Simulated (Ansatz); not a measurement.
Cost and result for the atomization energy of `IC1CB[SiH2]1` (11 atoms, 11 bonds).

```xyz
11

I     1.5211   -1.0172   -2.2645
C     0.2617    0.0999   -0.9384
C    -0.8637   -0.6795   -0.2348
B    -0.9610    0.1432    1.1010
Si    0.9160    0.7923    0.7129
H    -0.1508    0.8922   -1.5634
H    -1.7450   -0.9215   -0.8351
H    -0.4701   -1.6485    0.1274
H    -1.8666    0.2329    1.8700
H     1.9635   -0.0952    1.2878
H     1.3948    2.2013    0.7370
```

Charge 0, multiplicity 1. Correlated methods include outer-core shells of I, which these sets cover unevenly. I takes the def2 core potential. The geometry is a stationary point of PBE0-D4/def2-TZVP. Program: Ansatz. All runs use 4 threads of a server CPU on a shared host. Times are those of one run each, without the atoms' runs, and a repeat can differ threefold. Electronic energies, without spin–orbit coupling; frozen cores. CCSD(T)/CBS adds CCSD(T) − MP2 in def2-TZVPP to the MP2 limit, and its time is that of the two runs behind it. T1 = 0.011. With those shells the extrapolation isn't a true limit. B3LYP takes the VWN-RPA correlation (the form of Gaussian; ORCA's B3LYP/G). HSE06 is the plane-wave form, built on full-range PBE exchange.

CCSD(T)/CBS is a level of theory with its own doubt, some kJ/mol a heavy atom from the limit and from the frozen cores, so smaller differences don't rank the functionals.

| level | functions | wall time | atomization (kcal/mol) | difference from CCSD(T)/CBS | per bond |
| --- | --- | --- | --- | --- | --- |
| PBE-D4/def2-TZVPP (with forces) | 269 | 6 s | 921.4 | 18.0 | 1.6 |
| PBE0-D4/def2-TZVPP | 269 | 11 s | 911.5 | 8.1 | 0.7 |
| BHLYP-D4/def2-TZVPP | 269 | 12 s | 883.8 | -19.6 | -1.8 |
| CAM-B3LYP-D4/def2-TZVPP | 269 | 15 s | 903.8 | 0.4 | 0.0 |
| HSE06-D4/def2-TZVPP | 269 | 15 s | 912.1 | 8.7 | 0.8 |
| r2SCAN-D4/def2-TZVPP (with forces) | 269 | 16 s | 909.0 | 5.6 | 0.5 |
| B3LYP-D4/def2-TZVPP (with forces) | 269 | 18 s | 902.1 | -1.3 | -0.1 |
| CCSD(T)/def2-SVP | 116 | 19 s | 854.5 | -48.9 | -4.4 |
| PBE-QIDH/def2-TZVPP | 269 | 21 s | 905.0 | 1.6 | 0.2 |
| ωB97M-V/def2-TZVPP (with forces) | 269 | 24 s | 904.6 | 1.2 | 0.1 |
| MP2/def2-QZVPP | 503 | 60 s | 908.0 | 4.6 | 0.4 |
| CCSD(T)/def2-TZVPP | 269 | 6.9 min | 879.8 | -23.6 | -2.1 |
| CCSD(T)/CBS(def2) | – | 7.9 min | 903.4 | 0.0 | 0.0 |

The D4 term adds +11.7 kcal/mol with B3LYP and +6.1 kcal/mol with PBE0; it sums over pairs of atoms, weighted by their polarisabilities, and B3LYP, whose exchange is more repulsive, gets the larger term. At CCSD(T), def2-SVP lies −48.9 kcal/mol from the extrapolated value and def2-TZVPP −23.6 kcal/mol: correlation converges slowly with the basis, and small sets miss more of it in the bonded molecule than in its fragments. From PBE to PBE0 (25 % exact exchange), in def2-TZVPP and without D4, the atomization energy moves by −8.8 kcal/mol: exact exchange takes away binding that semilocal exchange gives to molecules.

Spin–orbit coupling would lower the free I atoms strongly, and the atomization energy with them, by more than many differences here.
